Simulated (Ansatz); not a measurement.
CH7BN2O can be A, `NCB(N)O`, or B, `NB(N)CO`.

Calculated with Ansatz (gas phase, PBE0-D4/def2-TZVP geometries, no zero-point term in ΔE). CCSD(T)/CBS adds triple-zeta CCSD(T) − MP2 to the extrapolated MP2 energy (def2 sets, frozen cores). Functionals use def2-TZVPP. B3LYP here is the variant with VWN-RPA as its local correlation; programs differ in this. Each species was taken in one conformer, which may not be the lowest.

Problem. Which isomer does CCSD(T)/CBS put lower? Give the gap. (Estimate.)

Solution. The calculation gave: A, by 52.0 kJ/mol.

Problem. Give E(B) − E(A) in kJ/mol with B3LYP, PBE-D4, HF/def2-TZVPP, CCSD/def2-TZVPP, r2SCAN-D4, PBE0-D4, B2PLYP. (An estimate is asked.)

Solution. The calculation gave: B3LYP 48.5, PBE-D4 49.7, HF/def2-TZVPP 49.3, CCSD/def2-TZVPP 52.5, r2SCAN-D4 50.8, PBE0-D4 50.8, B2PLYP 50.9. None reverses the order clearly.

Largest T1 diagnostic: 0.011.

In def2-TZVPP, CCSD(T) changes the Hartree–Fock value by +3.7 kJ/mol (the triples alone add +0.6 kJ/mol) and MP2 by +5.5 kJ/mol.
